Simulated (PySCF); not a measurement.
# One molecule, several mistakes: ClGeH5N2

These are calculations, not measurements. The program is PySCF 2.14.0, an open-source quantum chemistry code, run on an isolated molecule that a program drew, which may never have been made. The molecule is ClGeH5N2 (charge 0, singlet), drawn as the SMILES string `[NH2][GeH]([NH2])[Cl]`.

Each row is a Hartree-Fock (HF) and frozen-core CCSD(T) single point in the cc-pV(D+d)Z basis, meant for a local HF minimum. Run 1 is clean. Each other run has one planted mistake out of seven kinds, and not every kind appears here: one electron removed, one electron added, multiplicity raised by two, geometry at a saddle point, minimal basis STO-3G, one bond length entered in bohr, all coordinates scaled. The reference is restricted for singlets and unrestricted otherwise, and also for a bond in bohr. Adding or removing an electron swaps singlet and doublet. Electrons count all cores. HOMO and LUMO are orbital energies over both spins, the gradient is its largest component, and the lowest frequency (negative if imaginary) is given only where the gradient is small. Bond lengths are over the 8 bonds as drawn. T1 is the CCSD diagnostic: over 0.02 (restricted) or 0.045 (unrestricted) a single reference is doubtful. Germanium has the cc-pVDZ-PP basis, with a core potential (ECP10MDF) in place of its 10 inner electrons, and its 3s, 3p and 3d shells are frozen in CCSD(T).

Geometry of the clean run:
```xyz
9
ClGeH5N2, angstrom
N     1.9363   -1.3891    1.9319
Ge    0.2974   -0.7637    1.4699
N    -0.5967   -0.3210    2.9847
Cl   -0.8624   -2.2932    0.3893
H     1.9335   -2.2814    2.3962
H     2.5888   -1.4371    1.1683
H     0.4190    0.3879    0.4915
H    -1.5966   -0.4070    2.9317
H    -0.2732   -0.8022    3.8061
```

| run | electrons | basis functions | <S^2> | HOMO (eV) | LUMO (eV) | gradient (hartree/bohr) | lowest frequency (cm^-1) | mean bond (Å) | longest bond (Å) | T1 | HF (hartree) | CCSD(T) (hartree) | mistake |
|---|---|---|---|---|---|---|---|---|---|---|---|---|---|
| 1 | 68 | 99 | 0.000 | -11.15 | 4.28 | 3.7e-05 | 88 | 1.4211 | 2.203 | 0.0101 | -864.77208 | -865.40697 | no fault |
| 2 | 67 | 99 | 0.761 | -16.09 | -6.79 | 1.0e-01 | - | 1.4211 | 2.203 | 0.0291 | -864.44726 | -865.04902 | one electron removed |
| 3 | 68 | 99 | 0.806 | -10.93 | 1.98 | 2.3e-02 | - | 1.5329 | 2.203 | 0.0552 | -864.63811 | -865.26401 | one bond length entered in bohr |
| 4 | 68 | 99 | 0.000 | -11.13 | 4.00 | 1.6e-02 | - | 1.4452 | 2.240 | 0.0106 | -864.76945 | -865.40801 | ? |

**Which mistake was planted in run 4, and what did it cost?**

The mean and the longest bond both change by the same factor, 1.017, and the gradient is no longer small. So the mistake is: all coordinates scaled. Subtracting run 1 and multiplying by 627.51 kcal/mol a hartree, the energy moved by 1.7 kcal/mol in HF and -0.7 kcal/mol in CCSD(T).

Cautions from the logs. Run 3: T1 is over the limit, so its CCSD(T) energy is less reliable.
